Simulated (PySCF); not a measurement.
C3H9O3Si, SMILES O(C)[Si](OC)OC, multiplicity 2.

Geometry: PBE0-D3(BJ)/def2-SVP. The isomer is the one that the SMILES or the coordinates give; other isomers of the formula were not compared. Other conformers were not sampled.

Two levels are set side by side: PBE/def2-TZVP (PySCF) and r2SCAN/def2-TZVP (PySCF). Same geometry, gas phase. Differences are taken from unrounded values.

```
quantity                 r2SCAN   PBE  PBE minus r2SCAN
-----------------------  ------  ----  ----------------
α-spin orbital gap (eV)    5.59  4.82             -0.77
β-spin orbital gap (eV)    4.61  3.79             -0.82
dipole moment (D)          0.25  0.16             -0.08
```

Rough cost on one machine, each run with all the roots and properties that it gave: r2SCAN against PBE about 2 times.
